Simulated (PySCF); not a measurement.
PySCF input file for Ga(PH2)3 (GaH6P3), SMILES [PH2][Ga]([PH2])[PH2], TDA-M06-2X/def2-SVPD. The structure is a stationary point at PBE0-D3(BJ)/def2-SVP. The structure was generated by enumeration; whether it is a known compound was not checked. Other conformers were not sampled.

```python
import numpy as np
from pyscf import gto, scf, dft, tdscf

mol = gto.M(
    atom='''
    Ga    0.01796090    0.00407260    0.00000000
    P    -0.12764174    1.15671100   -2.01092323
    H     0.85609194    2.13101810   -1.66056874
    H     0.79165478    0.30133391   -2.69149298
    P     0.11115058   -2.31758669    0.00000036
    H    -0.84514394   -2.46424733    1.05094300
    H    -0.84514394   -2.46424766   -1.05094223
    P    -0.12764174    1.15671162    2.01092286
    H     0.79165478    0.30133474    2.69149289
    H     0.85609193    2.13101861    1.66056807
    ''',
    basis='def2-SVPD',
    charge=0,
    spin=0,
    symmetry=True,
    max_memory=1600,
    verbose=4,
)
mf = dft.RKS(mol, xc='m06-2x').density_fit(auxbasis='def2-universal-jkfit')
mf.grids.level = 4
mf.conv_tol = 1e-9
mf.max_cycle = 100
mf.kernel()
mf.grids = dft.Grids(mol).set(level=2).build(with_non0tab=True)  # coarser grid for the response kernel
td = tdscf.TDA(mf)
td.singlet = True
td.nstates = 10
td.conv_tol = 1e-4
td.positive_eig_threshold = 1e-6
td.kernel(x0=td.get_init_guess(mf, 15))
td.analyze()
tt = tdscf.TDA(mf)
tt.singlet = False
tt.nstates = 4
tt.conv_tol = 1e-4
tt.positive_eig_threshold = 1e-6
tt.kernel(x0=tt.get_init_guess(mf, 9))
tt.analyze(verbose=3)
```

Output:

```
PySCF version 2.14.0

[INPUT] verbose = 4
[INPUT] num. atoms = 10
[INPUT] num. electrons = 82
[INPUT] charge = 0
[INPUT] spin (= nelec alpha-beta = 2S) = 0
[INPUT] symmetry True subgroup None
[INPUT] Mole.unit = angstrom
[INPUT] Symbol           X                Y                Z      unit          X                Y                Z       unit  Magmom
[INPUT]  1 Ga     0.017960900000   0.004072600000   0.000000000000 AA    0.033941181951   0.007696098615   0.000000000000 Bohr   0.0
[INPUT]  2 P     -0.127641740000   1.156711000000  -2.010923230000 AA   -0.241207930663   2.185866995272  -3.800094162226 Bohr   0.0
[INPUT]  3 H      0.856091940000   2.131018100000  -1.660568740000 AA    1.617779304048   4.027040575491  -3.138020129614 Bohr   0.0
[INPUT]  4 H      0.791654780000   0.301333910000  -2.691492980000 AA    1.496010719403   0.569438561944  -5.086184598389 Bohr   0.0
[INPUT]  5 P      0.111150580000  -2.317586690000   0.000000360000 AA    0.210044154787  -4.379604114037   0.000000680301 Bohr   0.0
[INPUT]  6 H     -0.845143940000  -2.464247330000   1.050943000000 AA   -1.597090582436  -4.656752556891   1.985994442529 Bohr   0.0
[INPUT]  7 H     -0.845143940000  -2.464247660000  -1.050942230000 AA   -1.597090582436  -4.656753180500  -1.985992987440 Bohr   0.0
[INPUT]  8 P     -0.127641740000   1.156711620000   2.010922860000 AA   -0.241207930663   2.185868166902   3.800093463027 Bohr   0.0
[INPUT]  9 H      0.791654780000   0.301334740000   2.691492890000 AA    1.496010719403   0.569440130417   5.086184428314 Bohr   0.0
[INPUT] 10 H      0.856091930000   2.131018610000   1.660568070000 AA    1.617779285150   4.027041539251   3.138018863498 Bohr   0.0

nuclear repulsion = 499.268305499514
point group symmetry = Cs
symmetry origin: [-1.15227204e-09 -1.84363547e-09 -3.22636166e-09]
symmetry axis x: [ 1.00000000e+00 -8.71650961e-10  2.57562529e-11]
symmetry axis y: [-8.71650958e-10 -1.00000000e+00 -1.12010857e-07]
symmetry axis z: [-2.57563505e-11 -1.12010857e-07  1.00000000e+00]
num. orbitals of irrep A' = 91
num. orbitals of irrep A" = 67
number of shells = 68
number of NR pGTOs = 266
number of NR cGTOs = 158
basis = def2-SVPD
ecp = {}


******** <class 'pyscf.df.df_jk.DFSymAdaptedRKS'> ********
method = DFSymAdaptedRKS
initial guess = minao
damping factor = 0
level_shift factor = 0
DIIS = <class 'pyscf.scf.diis.CDIIS'>
diis_start_cycle = 1
diis_space = 8
diis_damp = 0
SCF conv_tol = 1e-09
SCF conv_tol_grad = None
SCF max_cycles = 100
direct_scf = False
XC library pyscf.dft.libxc version 7.1.2
    S. Lehtola, C. Steigemann, M. J. T. Oliveira, and M. A. L. Marques,  SoftwareX 7, 1–5 (2018)
XC functionals = m06-2x
    Y. Zhao and D. G. Truhlar,  Theor. Chem. Acc. 120, 215 (2008)
    Y. Zhao and D. G. Truhlar,  Theor. Chem. Acc. 120, 215 (2008)
radial grids:
    Treutler-Ahlrichs [JCP 102, 346 (1995); DOI:10.1063/1.469408] (M4) radial grids

becke partition: Becke, JCP 88, 2547 (1988); DOI:10.1063/1.454033
pruning grids: <function nwchem_prune>
grids dens level: 4
symmetrized grids: True
atomic radii adjust function: <function treutler_atomic_radii_adjust>
small_rho_cutoff = 0
Freeze 0 electrons in irreps []
    82 free electrons in irreps A' A"
Set gradient conv threshold to 3.16228e-05
Initial guess from minao.
tot grids = 211848
******** <class 'pyscf.df.df.DF'> ********
auxbasis = def2-universal-jkfit
init E= -2951.34921946262
HOMO (A") = -0.26600241600963  LUMO (A') = -0.0474411999867717  gap/eV = 5.94735
cycle= 1 E= -2951.90035733975  delta_E= -0.551  |g|= 0.294  |ddm|= 3.43
HOMO (A") = -0.293991937221575  LUMO (A') = -0.0560911297863527  gap/eV = 6.47361
cycle= 2 E= -2951.90689240068  delta_E= -0.00654  |g|= 0.316  |ddm|= 0.888
HOMO (A") = -0.292385606390233  LUMO (A') = -0.031686830255127  gap/eV = 7.09398
cycle= 3 E= -2951.92570851567  delta_E= -0.0188  |g|= 0.0229  |ddm|= 0.382
HOMO (A") = -0.293991509250253  LUMO (A') = -0.031535630978722  gap/eV = 7.14179
cycle= 4 E= -2951.92586431294  delta_E= -0.000156  |g|= 0.00989  |ddm|= 0.0538
HOMO (A") = -0.293263060528388  LUMO (A') = -0.0316878727215211  gap/eV = 7.11782
cycle= 5 E= -2951.92590208046  delta_E= -3.78e-05  |g|= 0.00159  |ddm|= 0.0265
HOMO (A") = -0.293345485962877  LUMO (A') = -0.0315632448654593  gap/eV = 7.12346
cycle= 6 E= -2951.92590299901  delta_E= -9.19e-07  |g|= 0.000555  |ddm|= 0.00389
HOMO (A") = -0.293387875402471  LUMO (A') = -0.0316666592383985  gap/eV = 7.12180
cycle= 7 E= -2951.92590314489  delta_E= -1.46e-07  |g|= 0.000116  |ddm|= 0.00103
HOMO (A") = -0.293382558946827  LUMO (A') = -0.0316481360948044  gap/eV = 7.12216
cycle= 8 E= -2951.92590315206  delta_E= -7.17e-09  |g|= 3.26e-05  |ddm|= 0.000337
HOMO (A") = -0.293383312074635  LUMO (A') = -0.031649989298979  gap/eV = 7.12213
cycle= 9 E= -2951.92590315257  delta_E= -5.17e-10  |g|= 7.4e-06  |ddm|= 0.000105
HOMO (A") = -0.293384809329321  LUMO (A') = -0.0316500672167561  gap/eV = 7.12217
Extra cycle  E= -2951.92590315258  delta_E= -1.09e-11  |g|= 5.97e-06  |ddm|= 2.79e-05
converged SCF energy = -2951.92590315258
tot grids = 81304
Overwritten attributes  positive_eig_threshold  of <class 'pyscf.tdscf.rks.TDA'>


******** <class 'pyscf.tdscf.rks.TDA'> for <class 'pyscf.df.df_jk.DFSymAdaptedRKS'> ********
nstates = 10 singlet
deg_eia_thresh = 1.000e-03
wfnsym = None
conv_tol = 0.0001
eigh lindep = 1e-12
eigh level_shift = 0
eigh max_cycle = 100


Excitation energies (eV)
[4.54837336 4.57126184 5.62219706 5.6226209  5.64461849 5.87560798
 5.88034813 6.03806006 6.09510666 6.36592082]

** Singlet excitation energies and oscillator strengths **
Excited State   1:   A"      4.54837 eV    272.59 nm  f=0.0374
      38 -> 42        0.11818
      41 -> 42       -0.68071
Excited State   2:   A'      4.57126 eV    271.23 nm  f=0.0004
      37 -> 42        0.10760
      40 -> 42        0.69103
Excited State   3:  ???      5.62220 eV    220.53 nm  f=0.0002
      39 -> 47        0.10389
      40 -> 47        0.15076
      40 -> 49       -0.10078
      41 -> 44        0.36351
      41 -> 45        0.54007
Excited State   4:   A'      5.62262 eV    220.51 nm  f=0.0398
      39 -> 42        0.44638
      40 -> 43       -0.46907
      40 -> 44        0.22332
Excited State   5:   A"      5.64462 eV    219.65 nm  f=0.1174
      38 -> 42       -0.11081
      41 -> 43        0.67124
Excited State   6:  ???      5.87561 eV    211.02 nm  f=0.0018
      39 -> 46        0.12814
      40 -> 46       -0.64841
      40 -> 49        0.12910
      41 -> 44        0.12258
Excited State   7:   A'      5.88035 eV    210.84 nm  f=0.0891
      39 -> 42        0.37805
      40 -> 43        0.49531
      40 -> 44        0.26942
Excited State   8:  ???      6.03806 eV    205.34 nm  f=0.0010
      39 -> 42       -0.10256
      39 -> 44        0.10314
      39 -> 45        0.19766
      40 -> 44        0.10234
      40 -> 45        0.51785
      41 -> 47        0.33681
      41 -> 49       -0.15310
Excited State   9:   A"      6.09511 eV    203.42 nm  f=0.0461
      38 -> 42        0.39314
      41 -> 43        0.11123
      41 -> 44        0.46229
      41 -> 45       -0.30210
Excited State  10:   A'      6.36592 eV    194.76 nm  f=0.0264
      37 -> 42       -0.19934
      39 -> 43       -0.39481
      39 -> 44        0.10400
      40 -> 44       -0.24933
      40 -> 48        0.10727
      41 -> 46        0.35738
      41 -> 47        0.24265

** Transition electric dipole moments (AU) **
state          X           Y           Z        Dip. S.      Osc.
  1         0.0000     -0.0000     -0.5792      0.3354      0.0374
  2        -0.0074     -0.0560     -0.0000      0.0032      0.0004
  3         0.0000     -0.0000     -0.0367      0.0013      0.0002
  4         0.2255     -0.4880      0.0000      0.2890      0.0398
  5        -0.0000      0.0000      0.9214      0.8490      0.1174
  6        -0.0000      0.0000     -0.1132      0.0128      0.0018
  7        -0.4784      0.6241     -0.0000      0.6183      0.0891
  8         0.0342     -0.0758      0.0000      0.0069      0.0010
  9         0.0000     -0.0000     -0.5554      0.3085      0.0461
 10         0.2326      0.3393     -0.0000      0.1692      0.0264

** Transition velocity dipole moments (imaginary part, AU) **
state          X           Y           Z        Dip. S.      Osc.
  1         0.0000     -0.0000     -0.0219      0.0005      0.0019
  2        -0.0025      0.0112     -0.0000      0.0001      0.0005
  3         0.0000     -0.0000      0.0170      0.0003      0.0009
  4         0.0828     -0.1263     -0.0000      0.0228      0.0736
  5        -0.0000     -0.0000      0.1801      0.0324      0.1043
  6        -0.0000     -0.0000      0.0118      0.0001      0.0004
  7        -0.0486      0.1170      0.0000      0.0161      0.0495
  8        -0.0081     -0.0398     -0.0000      0.0016      0.0049
  9         0.0000     -0.0000     -0.0768      0.0059      0.0176
 10         0.0704      0.0260     -0.0000      0.0056      0.0161

** Transition magnetic dipole moments (imaginary part, AU) **
state          X           Y           Z
  1         0.0803     -0.9200      0.0000
  2         0.0000     -0.0000     -0.9664
  3         0.3429      0.1686      0.0000
  4         0.0000     -0.0000     -0.2688
  5        -0.0724      0.7323     -0.0000
  6        -0.0762     -0.1310     -0.0000
  7        -0.0000     -0.0000      0.1725
  8        -0.0000     -0.0000      0.1828
  9         0.0396      0.0970      0.0000
 10         0.0000      0.0000      1.0554


******** <class 'pyscf.tdscf.rks.TDA'> for <class 'pyscf.df.df_jk.DFSymAdaptedRKS'> ********
nstates = 4 triplet
deg_eia_thresh = 1.000e-03
wfnsym = None
conv_tol = 0.0001
eigh lindep = 1e-12
eigh level_shift = 0
eigh max_cycle = 100


Excitation energies (eV)
[3.9598366  4.05224663 5.00448505 5.18936351]

** Triplet excitation energies and oscillator strengths **
Excited State   1:   A"      3.95984 eV    313.10 nm  f=0.0000
Excited State   2:   A'      4.05225 eV    305.96 nm  f=0.0000
Excited State   3:   A'      5.00449 eV    247.75 nm  f=0.0000
Excited State   4:   A"      5.18936 eV    238.92 nm  f=0.0000
```

The run converged.

Cost: around 13 core-minutes (rough).
